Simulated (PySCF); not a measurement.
Species: BiMe3, C3H9Bi.
Bonds: Bi1–C2, Bi1–C6, Bi1–C10. Hydrogens: H3, H4, H5 on C2; H7, H8, H9 on C6; H11, H12, H13 on C10.

Method used: PBE0-D3(BJ)/def2-SVP geometry optimisation, gas phase, def2 core potentials past Kr in PySCF 2.14.0.

**Question.** How far are the bound atoms from Bi1?

**Answer.** 3 atoms: C6 2.273 Å, C2 2.274 Å, C10 2.274 Å. The nearest atom not counted as bound is H7, at 2.83 Å (others tie with it).

**Question.** List the angles at Bi1.

**Answer.** 
```csv
angle,degrees,distance of the outer atoms (Å)
C2–Bi1–C10,92.8,3.29
C2–Bi1–C6,92.8,3.29
C6–Bi1–C10,92.6,3.29
```

**Question.** What is the shape at Bi1?

**Answer.** Pyramidal: angles 92.8°, 92.8° and 92.6°, sum 278.2°, 1.25 Å off the plane of its three neighbours.

**Question.** What are the other bond lengths?

**Answer.** C2–H3 and 8 like bonds 1.099 Å.

Point group: near C3v, missed by 0.18 Å at most; the miss may be what the optimiser left on a soft mode. Charge 0, singlet. No frequency check.
